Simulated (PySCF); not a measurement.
Compound: cycloheptane, C7H14.
Atom-mapped SMILES: `[CH2:1]1[CH2:2][CH2:3][CH2:4][CH2:5][CH2:6][CH2:7]1` (hydrogens: H8, H9 on C1; H10, H11 on C2; H12, H13 on C3; H14, H15 on C4; H16, H17 on C5; H18, H19 on C6; H20, H21 on C7)

The closed-shell ground state was solved at several levels (PySCF, density fitting, gas phase, non-relativistic). Isolated species at its PBE0-D3(BJ)/def2-SVP geometry (one conformer only). The dipole stays under 0.02 D at every level.

| level | basis functions | HOMO (eV) | LUMO (eV) | gap (eV) |
| --- | --- | --- | --- | --- |
| PBE0/def2-SVPD | 252 | -8.45 | 0.74 | 9.19 |
| PBE0/pcSseg-1 | 189 | -8.49 | 1.36 | 9.85 |
| HF/pcSseg-1 | 189 | -11.85 | 4.26 | 16.11 |

(1) What might B3LYP/pcJ-1 (329 basis functions) give for the same quantities?

(2) Over all these levels, which gives the widest orbital gap and which the narrowest?

Answers

(1) HOMO -8.30 eV, LUMO 1.10 eV, gap 9.40 eV.

(2) HF/pcSseg-1 (Hartree–Fock, all exact exchange) has the widest, 16.11 eV, and PBE0/def2-SVPD (global hybrid, 25 % exact exchange) the narrowest, 9.19 eV. Functional and basis both differ between the two, so the spread mixes both effects. The HOMO need not be the same orbital at Hartree–Fock and at DFT levels.
